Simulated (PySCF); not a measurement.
Structure revision by computed shifts

A compound C5H7OP gives the data below (simulated from a calculation) and was assigned the structure `Cc1coc(C)p1`.

¹³C{¹H} NMR (computed): δ 205.0 (C), 161.2 (C), 129.1 (CH), 21.3 (CH3), 18.7 (CH3).

¹H NMR (600 MHz, computed): δ 6.81 (m, 1H), 2.92 (m, 3H), 2.52 (s, 3H).

[PySCF 2.14.0 with density-fitted response routines: GIAO PBE0/pcSseg-1 shieldings; geometry from GFN2-xTB; fast rotation and ring inversion assumed for equivalent nuclei; isolated molecule; a single conformation; non-relativistic Hamiltonian]

δ = σ(ref) − σ, references computed at the same level: ¹H (31.72 ppm) and ¹³C (186.93 ppm) vs TMS.

(1) Compare with the shifts computed for the proposed structure, pairing carbons in order of shift.

(2) Which isomer fits?

Answers

(1) Mapped SMILES: `[CH3:1][c:2]1[cH:3][o:4][c:5]([CH3:6])[p:7]1`. Hydrogens are named by the atom that carries them.

```
atom  computed for proposal  given list  difference
  C5                  206.5       205.0        +1.5
  C3                  150.2       161.2       -11.0
  C2                  146.7       129.1       +17.6
  C6                   21.9        21.3        +0.6
  C1                   14.8        18.7        -3.9
```

The rms difference is 9.5 ppm and the largest +17.6 ppm at C2 (substituted aromatic carbon). The carbon types in order of shift don't match either: C, CH, C, CH3, CH3 for the proposal against C, C, CH, CH3, CH3 in the data. The proposal doesn't fit.

(2) `P1=C(C)OC(C)=C1`.

δC 205.0, 161.2: substituted aromatic carbon next to the ring oxygen. δC 129.1: aromatic CH; the aromatic region. δC 21.3, 18.7: methyl carbon on an aromatic ring; aliphatic region, no heteroatom directly attached. δH 2.92, 2.52: hydrogen on a methyl carbon on an aromatic ring; benzylic-type position, deshielded by the ring.

Other isomers checked: CCc1cocp1 (rms 12.3 ppm).

The shifts were computed for this structure.

Splittings by ³¹P in the carbon and heteronuclear signals aren't shown, as no couplings were computed. Shifts are as computed. Against solution values, carbons near 30 ppm lie about +3 ppm off and those near 130 ppm about +5 ppm. Of 1211 compounds with measured shifts, 218 miss one by over three times the rms of a fit or turn the order of signals round; such compounds aren't used in these exercises. Multiplicities follow the n + 1 count of equivalent neighbours, as no J values were calculated; m marks all less simple cases, F and P coupling included.
